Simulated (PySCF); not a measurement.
C₃H₇NSi, SMILES N1([SiH3])C=CC1. Geometry optimised at PBE-D3(BJ)/def2-SVP. This is a generated structure with no PubChem entry under its InChIKey; it may be hypothetical.

Level of theory: PBE-D3(BJ)/def2-SVP (PySCF 2.14.0).

Harmonic wavenumbers (cm⁻¹): 96, 109, 205, 411, 521, 626, 649, 678, 849, 871, 906, 922, 932, 948, 954, 1018, 1053, 1064, 1171, 1198, 1320, 1398, 1561, 2106, 2171, 2181, 2972, 3035, 3127, 3217. Rotational constants (GHz): 11.60, 2.621, 2.251; symmetry number 1.

Question: Work out the zero-point energy and the ideal-gas rigid-rotor harmonic-oscillator thermochemistry at 298.15 K and 1 atm.

Answer: ZPE = ½ Σ hcν = ½ × 38273 cm⁻¹ = 228.92 kJ/mol. H − E(el) = 247.86 kJ/mol. Entropy in J/(mol K): translation 164.18, rotation 108.59, vibration 53.77, total 326.54. G − E(el) = 150.50 kJ/mol. Cp = 101.48 J/(mol K). Modes under 150 cm⁻¹ make the vibrational entropy uncertain.
